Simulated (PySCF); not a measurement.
B(F)(OH)2 (BFH2O2), SMILES OB(F)O.

Geometry: PBE0-D3(BJ)/def2-SVP. Other conformers were not sampled.

Level of theory: PySCF with TDA-M06-2X/def2-SVPD.

Vertical excitations. Gas-phase values at a fixed geometry. State labels are in the subgroup C2v.

Task: Give excitation energies, oscillator strengths and character. (An estimate is asked for; the answer gives what the named calculation found.)

Result: 
| state | symmetry | energy (eV) | λ (nm) | f | main pairs |
|---|---|---|---|---|---|
| S1 | A2 | 8.62 | 144 | 0.000 | HOMO→LUMO 88 % |
| S2 | B1 | 9.33 | 133 | 0.053 | HOMO→LUMO+1 57 %, HOMO−2→LUMO 34 % |
| S3 | B2 | 9.73 | 127 | 0.001 | HOMO−1→LUMO 83 % |
| S4 | A1 | 9.99 | 124 | 0.074 | HOMO−3→LUMO 74 %, HOMO−1→LUMO+1 18 % |
| S5 | B1 | 10.45 | 119 | 0.002 | HOMO−2→LUMO 62 %, HOMO→LUMO+1 33 % |
| S6 | A2 | 10.56 | 117 | 0.000 | HOMO→LUMO+4 32 %, HOMO→LUMO+2 30 %, HOMO−2→LUMO+1 25 %, HOMO→LUMO 5 % |
| S7 | A2 | 11.01 | 113 | 0.000 | HOMO−1→LUMO+6 60 %, HOMO−1→LUMO+3 27 % |
| S8 | B2 | 11.01 | 113 | 0.228 | HOMO→LUMO+6 71 %, HOMO→LUMO+3 12 % |
| S9 | A2 | 11.21 | 111 | 0.000 | HOMO→LUMO+2 54 %, HOMO→LUMO+4 23 % |
| S10 | A1 | 11.23 | 110 | 0.004 | HOMO−1→LUMO+1 64 %, HOMO−3→LUMO 22 % |
| T1 | A2 | 8.41 | 147 | 0 | HOMO→LUMO 83 % |
| T2 | B1 | 9.07 | 137 | 0 | HOMO→LUMO+1 52 %, HOMO−2→LUMO 35 % |
| T3 | B2 | 9.32 | 133 | 0 | HOMO→LUMO+6 72 %, HOMO→LUMO+3 24 % |
| T4 | B2 | 9.48 | 131 | 0 | HOMO−1→LUMO 76 %, HOMO−3→LUMO+1 13 % |
Triplets are in the Tamm–Dancoff approximation.
